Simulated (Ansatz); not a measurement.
A short molecular-dynamics run on ClGeH2I, SMILES `[Cl][GeH2][I]`.

```yaml
crystal:
  periodic: [false, false, false]
  atoms:
    - {symbol: Cl, position_ang: [-1.876231, 0.775508, 0.341561]}
    - {symbol: Ge, position_ang: [0.034488, -0.020672, -0.220179]}
    - {symbol: I, position_ang: [1.319768, -0.607351, 1.841163]}
    - {symbol: H, position_ang: [-0.215551, -1.296444, -1.026872]}
    - {symbol: H, position_ang: [0.787328, 1.075258, -0.977173]}
basis:
  gaussian: {orbitals: def2-SVP}
hamiltonian: {xc: {name: BLYP}}
md: {timestep: 0.5 fs, n_steps: 20, ensemble: nvt_langevin, temperature: 500, initial_velocities: maxwell_boltzmann, friction: 0.01, seed: 459}
```

```sh
$ ansatz run in.yaml --threads 2 --pin off --events-out ev --progress --plain --max-ram 32768MiB --backend cpu
```

```json
{"step": "0", "time (fs)": "0.0", "potential energy (eV)": "-77164.8145", "kinetic (eV)": "0.2585", "T (K)": "400", "conserved (eV)": "–"}
{"step": "1", "time (fs)": "0.5", "potential energy (eV)": "-77164.8092", "kinetic (eV)": "0.2608", "T (K)": "404", "conserved (eV)": "–"}
{"step": "2", "time (fs)": "1.0", "potential energy (eV)": "-77164.7959", "kinetic (eV)": "0.2777", "T (K)": "430", "conserved (eV)": "–"}
{"step": "3", "time (fs)": "1.5", "potential energy (eV)": "-77164.7762", "kinetic (eV)": "0.2597", "T (K)": "402", "conserved (eV)": "–"}
{"step": "4", "time (fs)": "2.0", "potential energy (eV)": "-77164.7523", "kinetic (eV)": "0.2434", "T (K)": "377", "conserved (eV)": "–"}
{"step": "5", "time (fs)": "2.5", "potential energy (eV)": "-77164.7279", "kinetic (eV)": "0.2230", "T (K)": "345", "conserved (eV)": "–"}
{"step": "6", "time (fs)": "3.0", "potential energy (eV)": "-77164.7073", "kinetic (eV)": "0.2106", "T (K)": "326", "conserved (eV)": "–"}
{"step": "7", "time (fs)": "3.5", "potential energy (eV)": "-77164.6927", "kinetic (eV)": "0.2053", "T (K)": "318", "conserved (eV)": "–"}
{"step": "8", "time (fs)": "4.0", "potential energy (eV)": "-77164.6850", "kinetic (eV)": "0.2326", "T (K)": "360", "conserved (eV)": "–"}
{"step": "9", "time (fs)": "4.5", "potential energy (eV)": "-77164.6833", "kinetic (eV)": "0.2271", "T (K)": "351", "conserved (eV)": "–"}
{"step": "10", "time (fs)": "5.0", "potential energy (eV)": "-77164.6866", "kinetic (eV)": "0.2408", "T (K)": "373", "conserved (eV)": "–"}
{"step": "11", "time (fs)": "5.5", "potential energy (eV)": "-77164.6936", "kinetic (eV)": "0.2444", "T (K)": "378", "conserved (eV)": "–"}
{"step": "12", "time (fs)": "6.0", "potential energy (eV)": "-77164.7035", "kinetic (eV)": "0.2484", "T (K)": "384", "conserved (eV)": "–"}
{"step": "13", "time (fs)": "6.5", "potential energy (eV)": "-77164.7160", "kinetic (eV)": "0.2550", "T (K)": "395", "conserved (eV)": "–"}
{"step": "14", "time (fs)": "7.0", "potential energy (eV)": "-77164.7298", "kinetic (eV)": "0.2628", "T (K)": "407", "conserved (eV)": "–"}
{"step": "15", "time (fs)": "7.5", "potential energy (eV)": "-77164.7450", "kinetic (eV)": "0.2729", "T (K)": "422", "conserved (eV)": "–"}
{"step": "16", "time (fs)": "8.0", "potential energy (eV)": "-77164.7596", "kinetic (eV)": "0.2677", "T (K)": "414", "conserved (eV)": "–"}
{"step": "17", "time (fs)": "8.5", "potential energy (eV)": "-77164.7722", "kinetic (eV)": "0.2795", "T (K)": "432", "conserved (eV)": "–"}
{"step": "18", "time (fs)": "9.0", "potential energy (eV)": "-77164.7818", "kinetic (eV)": "0.2896", "T (K)": "448", "conserved (eV)": "–"}
{"step": "19", "time (fs)": "9.5", "potential energy (eV)": "-77164.7865", "kinetic (eV)": "0.2622", "T (K)": "406", "conserved (eV)": "–"}
{"step": "20", "time (fs)": "10.0", "potential energy (eV)": "-77164.7860", "kinetic (eV)": "0.2324", "T (K)": "360", "conserved (eV)": "–"}
```

Velocities are drawn at the set temperature; a run this short doesn't reach equilibrium.

Frames (Å, forces in eV/Å):

```xyz
5
time=0.0 fs
Cl   -1.876    0.776    0.342   -0.778    0.325    0.175
Ge    0.034   -0.021   -0.220    0.181   -0.069   -0.372
I     1.320   -0.607    1.841    0.431   -0.195    0.588
H    -0.216   -1.296   -1.027   -0.018   -0.269   -0.201
H     0.787    1.075   -0.977    0.184    0.207   -0.191
5
time=0.5 fs
Cl   -1.876    0.776    0.344   -0.789    0.314    0.180
Ge    0.035   -0.019   -0.220   -0.006   -0.450   -0.358
I     1.320   -0.608    1.840    0.438   -0.193    0.590
H    -0.214   -1.308   -1.033    0.022   -0.061   -0.081
H     0.769    1.076   -0.966    0.334    0.390   -0.331
5
time=1.0 fs
Cl   -1.876    0.776    0.346   -0.802    0.303    0.186
Ge    0.035   -0.017   -0.220   -0.189   -0.843   -0.346
I     1.319   -0.609    1.840    0.445   -0.193    0.593
H    -0.213   -1.321   -1.040    0.061    0.151    0.042
H     0.750    1.077   -0.955    0.485    0.582   -0.475
5
time=1.5 fs
Cl   -1.875    0.776    0.348   -0.814    0.291    0.190
Ge    0.036   -0.015   -0.220   -0.353   -1.223   -0.352
I     1.319   -0.610    1.839    0.451   -0.194    0.597
H    -0.211   -1.334   -1.050    0.098    0.368    0.170
H     0.734    1.079   -0.944    0.618    0.758   -0.605
5
time=2.0 fs
Cl   -1.875    0.777    0.349   -0.822    0.278    0.192
Ge    0.036   -0.013   -0.219   -0.492   -1.561   -0.359
I     1.319   -0.611    1.838    0.457   -0.196    0.601
H    -0.208   -1.346   -1.060    0.127    0.563    0.284
H     0.721    1.082   -0.934    0.730    0.915   -0.718
5
time=2.5 fs
Cl   -1.875    0.777    0.352   -0.827    0.265    0.193
Ge    0.036   -0.012   -0.219   -0.598   -1.836   -0.371
I     1.318   -0.612    1.837    0.461   -0.197    0.605
H    -0.204   -1.358   -1.069    0.148    0.729    0.379
H     0.710    1.086   -0.926    0.816    1.038   -0.806
5
time=3.0 fs
Cl   -1.876    0.778    0.354   -0.832    0.253    0.193
Ge    0.036   -0.010   -0.219   -0.656   -2.027   -0.413
I     1.318   -0.614    1.836    0.464   -0.197    0.606
H    -0.200   -1.368   -1.078    0.165    0.875    0.463
H     0.702    1.092   -0.919    0.858    1.095   -0.849
5
time=3.5 fs
Cl   -1.876    0.778    0.356   -0.832    0.242    0.192
Ge    0.036   -0.008   -0.219   -0.672   -2.127   -0.480
I     1.318   -0.615    1.835    0.466   -0.197    0.607
H    -0.198   -1.377   -1.085    0.180    0.998    0.530
H     0.697    1.100   -0.915    0.857    1.084   -0.848
5
time=4.0 fs
Cl   -1.876    0.779    0.359   -0.826    0.230    0.188
Ge    0.036   -0.006   -0.219   -0.648   -2.137   -0.573
I     1.318   -0.616    1.835    0.468   -0.196    0.606
H    -0.196   -1.386   -1.091    0.192    1.103    0.583
H     0.694    1.112   -0.912    0.813    1.000   -0.804
5
time=4.5 fs
Cl   -1.877    0.780    0.361   -0.817    0.218    0.184
Ge    0.037   -0.004   -0.219   -0.588   -2.067   -0.686
I     1.317   -0.617    1.834    0.469   -0.195    0.604
H    -0.194   -1.393   -1.095    0.202    1.188    0.622
H     0.692    1.126   -0.911    0.734    0.857   -0.724
5
time=5.0 fs
Cl   -1.877    0.781    0.364   -0.808    0.206    0.180
Ge    0.037   -0.002   -0.219   -0.500   -1.927   -0.809
I     1.317   -0.619    1.833    0.469   -0.194    0.601
H    -0.192   -1.397   -1.099    0.207    1.245    0.646
H     0.692    1.143   -0.911    0.632    0.671   -0.618
5
time=5.5 fs
Cl   -1.878    0.782    0.366   -0.800    0.195    0.177
Ge    0.037    0.000   -0.219   -0.394   -1.743   -0.925
I     1.317   -0.620    1.833    0.468   -0.191    0.596
H    -0.189   -1.398   -1.101    0.206    1.274    0.653
H     0.693    1.160   -0.914    0.520    0.465   -0.500
5
time=6.0 fs
Cl   -1.878    0.783    0.369   -0.796    0.185    0.174
Ge    0.036    0.001   -0.219   -0.278   -1.533   -1.018
I     1.317   -0.622    1.833    0.466   -0.187    0.589
H    -0.184   -1.396   -1.100    0.196    1.270    0.640
H     0.693    1.177   -0.917    0.413    0.264   -0.384
5
time=6.5 fs
Cl   -1.878    0.784    0.371   -0.795    0.177    0.172
Ge    0.036    0.003   -0.219   -0.154   -1.298   -1.088
I     1.317   -0.624    1.833    0.463   -0.181    0.580
H    -0.178   -1.391   -1.096    0.177    1.234    0.606
H     0.694    1.194   -0.922    0.310    0.068   -0.271
5
time=7.0 fs
Cl   -1.878    0.785    0.374   -0.792    0.168    0.169
Ge    0.036    0.005   -0.219   -0.037   -1.054   -1.125
I     1.317   -0.625    1.833    0.458   -0.174    0.570
H    -0.171   -1.384   -1.091    0.153    1.168    0.554
H     0.695    1.210   -0.927    0.218   -0.108   -0.167
5
time=7.5 fs
Cl   -1.878    0.787    0.376   -0.788    0.160    0.165
Ge    0.035    0.006   -0.220    0.075   -0.792   -1.133
I     1.317   -0.627    1.833    0.452   -0.166    0.557
H    -0.164   -1.373   -1.084    0.123    1.063    0.481
H     0.695    1.223   -0.934    0.138   -0.265   -0.071
5
time=8.0 fs
Cl   -1.878    0.789    0.378   -0.783    0.152    0.163
Ge    0.035    0.008   -0.220    0.180   -0.515   -1.112
I     1.317   -0.629    1.833    0.446   -0.157    0.544
H    -0.156   -1.359   -1.076    0.089    0.922    0.389
H     0.696    1.236   -0.941    0.068   -0.402    0.017
5
time=8.5 fs
Cl   -1.878    0.791    0.381   -0.774    0.143    0.158
Ge    0.034    0.009   -0.220    0.271   -0.234   -1.058
I     1.317   -0.630    1.833    0.441   -0.148    0.532
H    -0.148   -1.343   -1.067    0.049    0.748    0.279
H     0.696    1.245   -0.949    0.013   -0.509    0.090
5
time=9.0 fs
Cl   -1.878    0.793    0.383   -0.758    0.132    0.151
Ge    0.034    0.011   -0.220    0.353    0.071   -0.976
I     1.317   -0.631    1.833    0.435   -0.140    0.521
H    -0.139   -1.326   -1.057    0.004    0.534    0.146
H     0.696    1.253   -0.957   -0.035   -0.597    0.158
5
time=9.5 fs
Cl   -1.879    0.795    0.385   -0.740    0.122    0.144
Ge    0.034    0.012   -0.221    0.428    0.385   -0.865
I     1.317   -0.633    1.834    0.429   -0.132    0.510
H    -0.131   -1.307   -1.046   -0.042    0.290   -0.005
H     0.697    1.259   -0.964   -0.074   -0.666    0.216
5
time=10.0 fs
Cl   -1.879    0.797    0.387   -0.722    0.113    0.136
Ge    0.033    0.014   -0.221    0.487    0.683   -0.729
I     1.318   -0.634    1.834    0.422   -0.123    0.499
H    -0.124   -1.290   -1.036   -0.087    0.037   -0.163
H     0.697    1.263   -0.969   -0.101   -0.709    0.256
```

Run time 19 s (2 threads of an AMD EPYC 7R13 on a shared host); peak host memory 0.36 GiB.
